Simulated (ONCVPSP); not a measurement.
## Varying the ONCV potential for Rb (Z = 37)

Base potential:

ONCVPSP 4.0.1 input, shortened (lines: element, Z, core and valence counts, functional; n l f; lmax; l rc ep ncon nbas qcut; lloc lpopt rc5 dvloc0; l nproj debl; icmod fcfact rcfact), PBE, fully relativistic:

```
  Rb 37.00    6    3        4      upf
    1    0    2.00
    2    0    2.00
    2    1    6.00
    3    0    2.00
    3    1    6.00
    3    2   10.00
    4    0    2.00
    4    1    6.00
    5    0    1.00
    2
    0    2.85    0.00    4    7    4.00
    1    2.20    0.00    5    8    7.80
    2    2.15    0.21    4    8    4.50
    4    5    2.05    0.00
    0    2    3.70
    1    3    0.50
    2    2    1.50
    3    4.50    1.50
```

Open shells are filled in proportion to 2j + 1.

In the p channel the program set the typed energies aside and used -0.576, 0.250, 0.750 Ha (j = l + 1/2; the other j can differ).

Cutoffs, loose and tight: the cutoffs (Ha) at which the residual kinetic energy of the hardest occupied pseudo-wave falls to 1 and 0.1 mHa per electron. They do not see the model core or the augmentation charge, which bear on the density cutoff. Test errors are all-electron minus pseudo excitation energies from the reference, over the configurations 4s2 4p6 5s0; 4s2 4p6 5s0.5; 4s2 4p6 5s0 5p1; 4s2 4p5 5s1. A dash means not determined; rows that change the core or the reference have their own tests.

| change | outcome | cutoff, loose | cutoff, tight | bound ghosts | GHOST(+) flags above zero | largest test error (meV) |
| --- | --- | --- | --- | --- | --- | --- |
| base | generated, projector energies reset by the program | 16 Ha | 21 Ha | none | d5/2 | +4.1 |
| s: rc 2.34 | generated, projector energies reset by the program | 16 Ha | 21 Ha | none | d5/2 | +0.7 |
| s: rc 2.64 | generated, projector energies reset by the program | 16 Ha | 21 Ha | none | d5/2 | +2.9 |
| s: rc 3 | generated, projector energies reset by the program | 16 Ha | 21 Ha | none | d5/2 | +4.9 |
| s: rc 3.3 | generated, projector energies reset by the program | 16 Ha | 21 Ha | none | d5/2 | +6.8 |
| s: rc 3.54 | generated, projector energies reset by the program | 16 Ha | 21 Ha | none | d5/2 | +8.8 |
| s: rc 3.82 | generated, projector energies reset by the program | 16 Ha | 21 Ha | none | d5/2 | +11 |
| s: rc 4.2 | generated, projector energies reset by the program | 16 Ha | 21 Ha | none | d5/2 | +12 |

**Question.** What comes out with this change to the base: s: rc 1.94; local potential polynomial inside 1.94 bohr (lpopt 5, dvloc0 0 Ha)?

**Answer.** outcome: generated, projector energies reset by the program; cutoff, loose: 16 Ha; cutoff, tight: 32 Ha; bound ghosts: none; GHOST(+) flags above zero: d5/2, d3/2; largest test error (meV): -0.8.

Reading the sweep of the s radius (base included, trends over the rows without a ghost): The loose cutoff stays near 16 Ha. The median size of the test errors (rows with all tests solved) stays near 0.4 meV.
